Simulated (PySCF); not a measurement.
NMR data simulated for an unnamed compound:

1H NMR (600 MHz, computed): δ 8.73 (t, J = 1.0 Hz, 1H), 8.59 (dd, J = 9.9, 1.0 Hz, 2H), 8.17 (dd, J = 9.5, 1.0 Hz, 2H), 8.01 (ddd, J = 9.9, 7.5, 1.0 Hz, 2H), 7.76 (dd, J = 9.5, 7.5 Hz, 2H).

13C{1H} NMR (computed): δ 152.0 (C), 141.1 (CH), 138.2 (CH), 135.3 (CH), 134.1 (CH), 131.4 (CH), 129.2 (C).

- B3LYP/pcJ-1 coupling constants (without the spin–dipole term)
- shielding tensors at PBE0/pcSseg-1 (GIAO)
- geometry: PBE0-D3(BJ)/def2-SVP
- run in PySCF 2.14
- no solvent, rapidly exchanging positions averaged, no relativistic terms, single conformer

Chemical shifts δ = σref − σ; TMS for 1H (σref 31.27) and 13C (σref 184.41), all at this level.

**Question.** Which of these does the molecule contain: a tert-butyl group, a heteroaromatic ring, a Si–H bond, a benzene ring, an S-methyl group?

**Answer.** 
- A tert-butyl group: no.
- A heteroaromatic ring: yes.
- A Si–H bond: no.
- A benzene ring: yes.
- An S-methyl group: no.

The data belong to acridine (N1=C2C=CC=CC2=CC2=CC=CC=C12, C$_{13}$H$_{9}$N); they needn't prove each group on their own.

Carbon signals by region: 7 in the sp2 and nitrile region (100–160 ppm).

Multiplet labels drop couplings under 1 Hz and merge nearly equal ones. Unscaled 3J(H,H) at this level run about 10 % above measured values. Shifts are as computed. Against solution values, carbons near 30 ppm lie about +2 ppm off and those near 130 ppm about +5 ppm. Of 1309 compounds with measured shifts, 239 miss one by over three times the rms of a fit or turn the order of signals round; such compounds aren't used in these exercises.
